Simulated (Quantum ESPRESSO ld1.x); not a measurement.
Values are calculated unless marked as measured or tabulated.
K+, 18 electrons, occupied as [Ar]. Level of theory: scalar-relativistic Kohn-Sham, LDA (Slater exchange, Perdew-Zunger correlation), spin-polarised, spherical densities, point nucleus (ld1.x of Quantum ESPRESSO 7.5).

Unscreened Slater integrals over Kohn-Sham orbitals (cm^-1). They are taken over the spin-up orbitals.

| integral | value |
|---|---|
| F0(3p,3p) | 139340 |
| F2(3p,3p) | 69275 |
| F0(3p,3s) | 147050 |
| G1(3p,3s) | 96876 |
| F0(3p,2p) | 191440 |
| F2(3p,2p) | 33739 |
| G0(3p,2p) | 13298 |
| G2(3p,2p) | 13510 |
| F0(3p,2s) | 188710 |
| G1(3p,2s) | 10159 |
| F0(3s,3s) | 156090 |
| F0(3s,2p) | 208640 |
| G1(3s,2p) | 16043 |
| F0(3s,2s) | 206270 |
| G0(3s,2s) | 12853 |
| F0(2p,2p) | 572450 |
| F2(2p,2p) | 266680 |
| F0(2p,2s) | 535360 |
| G1(2p,2s) | 314020 |
| F0(2s,2s) | 510970 |
